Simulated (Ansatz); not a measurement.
I3Si, SMILES `I[Si](I)I` radical. The species carries charge 0 and has multiplicity 2. I takes the def2 core potential.

```xyz
4

I     0.836    1.862    1.119
Si    0.445   -0.337    0.130
I    -1.575   -1.352    1.054
I     0.294   -0.174   -2.303
```

Q: What are the harmonic wavenumbers in cm⁻¹ at PBE0-D4/def2-TZVP (Ansatz, finite differences of forces, unscaled)? (An estimate is asked.)

A: Ansatz gave: 68, 68, 112, 269, 398, 398.

Q: Is this a minimum?

A: Yes, all 6 modes are real.

Q: Give the ideal-gas thermochemistry at 298.15 K and 1 bar (rigid rotor, harmonic oscillator; point group C3v, symmetry number 3).

A: Zero-point energy 7.9 kJ/mol; H(298) − E = 26.7 kJ/mol; entropy 381.9 J/(mol·K), of which translation 183.9, rotation 128.8, vibration 63.5, electronic 5.8; G(298) − E = -87.2 kJ/mol. Modes under 100 cm⁻¹ are hindered rotations or soft bends, so the harmonic entropy is rough.

Q: Rotational constants (cm⁻¹)?

A: 0.01621, 0.01621, 0.008225.
